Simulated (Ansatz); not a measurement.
`B[Si](C)(N)O` + `CCC(C)O` → `C[Si](C)(N)O` + `BCC(C)O`  (formal exchange of groups at the Si–B bond)

Gas-phase electronic energies from Ansatz, PBE0-D4/def2-TZVP geometries. CCSD(T)/CBS is the MP2 limit (def2-TZVPP, def2-QZVPP) plus CCSD(T) − MP2 in def2-TZVPP, frozen cores. Functionals use def2-TZVPP. B3LYP here is the variant with VWN-RPA as its local correlation; programs differ in this. Each species was taken in one conformer, which may not be the lowest.

| level | ΔE (kJ/mol) |
| --- | --- |
| PBE-D4 | -74.7 |
| PBE0-D4 | -78.5 |
| B3LYP-D4 | -80.1 |
| ωB97X-V | -79.2 |
| ωB97M-V | -87.1 |
| B2PLYP | -81.7 |
| MP2/def2-TZVPP | -85.7 |
| CCSD/def2-TZVPP | -79.1 |

What does CCSD(T)/CBS give? (An estimate is asked.)

Ansatz gave: -80.1 kJ/mol. The listed levels differ from it by 5.4, 1.6, 0.0, 0.9, -7.0, -1.6, -5.6, 1.0 kJ/mol.

Largest T1 diagnostic among the species: 0.011.

From PBE to PBE0 (25 % exact exchange), in def2-TZVPP and without D4, ΔE moves by −3.9 kJ/mol.
